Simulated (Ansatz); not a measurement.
`[GeH3][Br]` + CH₃SH → `C[S][GeH3]` + HBr at 400 K and 1 bar (ligand exchange at a Ge–Br bond).

Isolated molecules relaxed with PBE0-D4/def2-TZVP in Ansatz; ΔE leaves out vibrations. CBS: MP2 limit from def2 TZ/QZ plus the TZ coupled-cluster correction, frozen cores. This one scheme is used for every species. For Br, Ge outer-core shells are correlated without core-valence functions, which leaves a few kJ/mol of doubt a bond. Scalar relativity is left out up to krypton.

```
     species  CCSD(T)/CBS energy (Eh)  H − E (kJ/mol)  S (J/(mol·K))
`[GeH3][Br]`              -4651.26096            81.9          293.4
       CH₃SH               -438.22835           138.7          269.4
`C[S][GeH3]`              -2515.55711           191.1          352.8
         HBr              -2573.91920            27.6          207.2
```

H − E and S are ideal-gas, rigid-rotor, harmonic terms from PBE0-D4/def2-TZVP. 1 Eh = 2625.50 kJ/mol, R = 8.31446 J/(mol·K).

Problem. By hand: ΔE, ΔH, ΔS and ΔG.

Solution. ΔE = (-2515.55711) + (-2573.91920) − (-4651.26096) − (-438.22835) = 0.01300 Eh = 34.1 kJ/mol. Δ(H − E) = 191.1 + 27.6 − 81.9 − 138.7 = -1.9, so ΔH = 32.2 kJ/mol. ΔS = 352.8 + 207.2 − 293.4 − 269.4 = -2.8 J/(mol·K). ΔG = 32.2 − 400 × (-2.8)/1000 = 33.3 kJ/mol.

Problem. By hand: the equilibrium constant, and the temperature at which ΔG would vanish if ΔH and ΔS stayed fixed.

Solution. log₁₀ K = −ΔG/(RT ln 10) = -4.3. ΔH and −TΔS have one sign here, so there is no such temperature. One of them is within its doubt of zero, so this could turn.

The number of gas molecules stays the same, so ΔS is small and ΔH decides. A doubt of 5 kJ/mol in ΔE shifts log₁₀ K by 0.7 here. These are equilibria of isolated gas molecules and say nothing of rates. Largest T1 diagnostic: 0.011 (customary marks: 0.02 for closed shells, 0.045 for open ones).
